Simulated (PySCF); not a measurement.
First SCF of a structure search on triplet Hf(OH)2, at a hand-made bent (heavy-atom frame) geometry. PySCF input:

```python
from pyscf import gto, scf, dft
mol = gto.M(atom='''
Hf     0.000000     0.000000     0.000000
O      1.761200     0.000000     1.233200
O     -1.761200     0.000000     1.233200
H      2.266700    -0.735400     1.587100
H     -2.266700     0.735400     1.587100''',
    basis={'Hf': 'def2-TZVP', 'O': 'def2-TZVP', 'H': 'def2-TZVP'},
    ecp={'Hf': 'def2-TZVP'},
    charge=0, spin=2)
mf = dft.UKS(mol, xc='PBE0')
mf.grids.atom_grid = (50, 194)
aux = {'Hf': 'def2-universal-JKFIT', 'O': 'def2-universal-JKFIT', 'H': 'def2-universal-JKFIT'}
mf = mf.density_fit(auxbasis=aux)
mf.conv_tol = 1e-08
mf.diis_space = 10
mf.max_cycle = 60
mf.init_guess = 'minao'
mf.verbose = 4
mf.kernel()
```

Excerpt of the output (cycles alone):

```
init E= -181.197143322541
cycle= 1 E= -199.291794123994  delta_E= -18.1  |g|= 0.829  |ddm|= 3.95
cycle= 2 E= -197.789546517544  delta_E=  1.5  |g|= 2.03  |ddm|= 1.58
cycle= 3 E= -199.531419554453  delta_E= -1.74  |g|= 0.214  |ddm|= 1.21
cycle= 4 E= -199.558678751379  delta_E= -0.0273  |g|= 0.0759  |ddm|= 0.412
cycle= 5 E= -199.561970935762  delta_E= -0.00329  |g|= 0.0164  |ddm|= 0.106
cycle= 6 E= -199.562112775265  delta_E= -0.000142  |g|= 0.00427  |ddm|= 0.0136
cycle= 7 E= -199.562133522401  delta_E= -2.07e-05  |g|= 0.00129  |ddm|= 0.0113
cycle= 8 E= -199.562136047734  delta_E= -2.53e-06  |g|= 0.000252  |ddm|= 0.00438
cycle= 9 E= -199.562136220146  delta_E= -1.72e-07  |g|= 8.27e-05  |ddm|= 0.00109
cycle= 10 E= -199.562136253863  delta_E= -3.37e-08  |g|= 3.6e-05  |ddm|= 0.000426
cycle= 11 E= -199.562136265855  delta_E= -1.2e-08  |g|= 1.21e-05  |ddm|= 0.000334
cycle= 12 E= -199.562136267049  delta_E= -1.19e-09  |g|= 3.65e-06  |ddm|= 0.000115
Extra cycle  E= -199.562136267093  delta_E= -4.47e-11  |g|= 2.99e-06  |ddm|= 1.39e-05
converged SCF energy = -199.562136267093  <S^2> = 2.003357  2S+1 = 3.0022371
```

No lower solution of this spin was found from smeared starts or by a stability analysis within the unrestricted form.

With open d or f shells other occupations or spin states may lie lower. No spin–orbit coupling is included, which matters more the heavier the element.

The search for the lowest solution, 3 starts and the stability check together, took 12 s on 4 threads of a shared Arm Neoverse V1 host, with 114 basis functions; the process peaked at 0.6 GiB. Launch command: `OMP_NUM_THREADS=4 python axn.py task.json out`.
